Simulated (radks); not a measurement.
Values are calculated unless marked as measured or tabulated.
Coherent X-ray form factor from a spherical all-electron density. Code: a radial shooting solver on a logarithmic mesh with Libxc functionals. Model: non-relativistic Kohn-Sham, exchange-only B88, spin-polarised, spherical densities, point nucleus.

sin(theta)/lambda (1/angstrom),f0 (electrons)
0.05,9.932
0.1,9.734
0.15,9.416
0.2,8.998
0.25,8.503
0.3,7.954
0.4,6.792
0.5,5.666
0.6,4.672
0.8,3.201
1,2.331
1.25,1.766
1.5,1.485
2,1.191

The species is in the configuration that NIST lists as its ground one. Which atom or ion scatters so?

Answer. The aluminium ion Al3+, [Ne]. Extrapolating in s^2 from the first two rows gives f0(0) = 10.0, near the electron count 10; among species with that count, the fall with angle is slower the higher Z, and the table is that of Z = 13; from so few rows the species is fixed only to a neighbour or two.
